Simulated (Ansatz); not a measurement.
Compare A (`N#CC1C=CCCC1`) with its isomer B (`Cc1cccnc1C`).

Computed with Ansatz on PBE0-D4/def2-TZVP structures; ΔE is electronic, products minus reactants. CBS: MP2 limit from def2 TZ/QZ plus the TZ coupled-cluster correction, frozen cores. DFT in def2-TZVPP. B3LYP here is the variant with VWN-RPA as its local correlation; programs differ in this.

A:

```xyz
17

N     0.9549   -0.6446    3.0796
C     1.0661   -0.2849    1.9928
C     1.1878    0.1759    0.6101
C     1.0856   -0.9941   -0.3378
C     0.0321   -1.1926   -1.1194
C    -1.1868   -0.3280   -1.1211
C    -1.2226    0.6210    0.0679
C     0.1409    1.2507    0.2936
H     2.1890    0.6141    0.5219
H     1.9262   -1.6793   -0.3599
H     0.0438   -2.0358   -1.8043
H    -2.0790   -0.9622   -1.1298
H    -1.2211    0.2365   -2.0627
H    -1.5146    0.0703    0.9685
H    -1.9772    1.3957   -0.0863
H     0.1099    1.9862    1.0998
H     0.4650    1.7712   -0.6132
```

B:

Z-matrix (Å, degrees):
```
C
C 1 1.495
H 1 1.091 2 111.0
H 1 1.094 2 111.5 3 120.4
H 1 1.094 2 111.5 3 -120.4
C 2 1.386 1 121.4 3 -0.0
C 2 1.404 1 121.1 3 180.0
C 6 1.385 2 120.0 1 -180.0
H 6 1.086 2 119.6 1 0.0
N 7 1.330 2 122.6 1 180.0
C 7 1.496 2 120.8 1 -0.0
C 8 1.383 6 117.9 2 0.0
H 8 1.083 6 121.4 2 180.0
H 11 1.094 7 111.4 2 59.7
H 11 1.088 7 109.4 2 -179.9
H 11 1.094 7 111.4 2 -59.4
H 12 1.087 8 120.6 6 180.0
```

Q: Which is lower in electronic energy at CCSD(T)/CBS, and by how much? (Best estimate.)

A: The calculation gave: B, by 64.6 kJ/mol.

Q: Give E(B) − E(A) in kJ/mol with HF/def2-TZVPP, LDA (SPW92), CCSD(T)/def2-TZVPP, B2PLYP, CCSD(T)/def2-SVP, B3LYP, r2SCAN-D4. (Best estimate.)

A: The calculation gave: HF/def2-TZVPP -53.5, LDA (SPW92) -119.6, CCSD(T)/def2-TZVPP -58.9, B2PLYP -81.5, CCSD(T)/def2-SVP -57.2, B3LYP -93.1, r2SCAN-D4 -100.9. None reverses the order clearly.

Largest T1 diagnostic: 0.011.

At CCSD(T), def2-SVP lies +7.4 kJ/mol from the extrapolated value and def2-TZVPP +5.7 kJ/mol. In def2-TZVPP, CCSD(T) changes the Hartree–Fock value by −5.4 kJ/mol (the triples alone add −10.3 kJ/mol) and MP2 by −21.0 kJ/mol.
